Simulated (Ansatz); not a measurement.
Geometry optimisation, Ansatz 0.2.0, UKS PBE-D4/def2-SVP.

The input (input.yaml):

```yaml
crystal:
  periodic: [false, false, false]
  atoms:
    - { symbol: B, position_ang: [0.059491, -0.276583, 0.759493] }
    - { symbol: F, position_ang: [0.122976, -1.610282, 0.738392] }
    - { symbol: Cl, position_ang: [1.453385, 0.536918, -0.16243] }
    - { symbol: Cl, position_ang: [-1.605008, 0.381589, 0.092869] }
    - { symbol: O, position_ang: [-0.045008, 0.394259, 2.100734] }
    - { symbol: H, position_ang: [-0.500236, -0.227, 2.718042] }
magnetization:
  spin_polarized: true
  initial_magnetization: 1
basis:
  gaussian: { orbitals: def2-SVP }
hamiltonian:
  xc: pbe
  dispersion: d4
relax:
  f_tol: 0.03
  max_steps: 50
output:
  orbitals: {}
```

Launched with:

```bash
$ ansatz run input.yaml --threads 2 --pin off --max-ram 3072MiB --backend cpu --events-out ev --progress --plain --runs-dir out
```

Q: Where does it end, and by what steps?

A: It converged. After 8 steps the energy has fallen by 0.092 eV; H6 moved furthest, 0.37 Å.

| step | energy less start (eV) | largest force component (eV/Å) | accepted |
| --- | --- | --- | --- |
| 0 | 0.0000 | 1.194 | yes |
| 1 | -0.0452 | 0.717 | yes |
| 2 | -0.0697 | 0.635 | yes |
| 3 | -0.0518 | 1.344 | no |
| 4 | -0.0833 | 0.149 | yes |
| 5 | -0.0879 | 0.122 | yes |
| 6 | -0.0908 | 0.140 | yes |
| 7 | -0.0920 | 0.045 | yes |
| 8 | -0.0921 | 0.013 | yes |

```xyz
6
Properties=species:S:1:pos:R:3
B -0.071 -0.236 0.793
F 0.007 -1.593 0.803
Cl 1.430 0.558 -0.049
Cl -1.588 0.383 -0.159
O -0.154 0.392 2.084
H -0.139 -0.305 2.775
```

Run time: 31 s on 2 threads of Arm Neoverse V1, with other jobs on the host, peak memory 0.18 GiB.
